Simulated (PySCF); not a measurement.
Electron correlation in Cu³⁺ (copper, charge +3)

[Ar] 3d8, high-spin 3F determinant. Calculation: PySCF 2.14, in def2-TZVPPD (6s6p4d2f1g, 67 functions); no relativity, point nucleus. Frozen: [Ar]; 8 electrons correlated.

```json
{"level": "CCSD", "correlation energy (mhartree)": "-219.01"}
{"level": "(T)", "correlation energy (mhartree)": "-3.06"}
{"level": "CCSD(T)", "correlation energy (mhartree)": "-222.07"}
```

Diagnostics: T1 = 0.0041, D1 = 0.0060, largest double amplitude 0.016.

Problem. Is a single reference adequate?

Solution. Yes: T1 lies below 0.03 and no double amplitude reaches 0.07.
